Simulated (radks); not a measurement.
Values are calculated unless marked as measured or tabulated.
Problem. Orbital eigenvalues (eV) of neutral manganese, [Ar] 3d5 4s2, of relativity; Dirac values are averaged over j with weights 2j + 1. Spin-unpolarised spherical Kohn-Sham, PBE, point nucleus unless stated (finite: rms radius 3.7057 fm), a radial shooting solver on a logarithmic mesh with Libxc functionals. A level marked "c x" has the speed of light scaled by that factor and shares open shells by 2j + 1; other Dirac levels either fill j = l - 1/2 first or share by 2j + 1.

shell  non-rel.
1s      -6373.9
2s      -732.77
2p      -628.09
3s      -84.185
3p      -54.287
3d      -7.0097
4s      -5.0291

Give the values at the level "Dirac, c x 5".

Solution. 
shell  Dirac, c x 5  change of magnitude (%)
1s          -6376.0                    +0.03
2s          -733.20                    +0.06
2p          -628.17                    +0.01
3s          -84.251                    +0.08
3p          -54.299                    +0.02
3d          -7.0001                    -0.14
4s          -5.0321                    +0.06
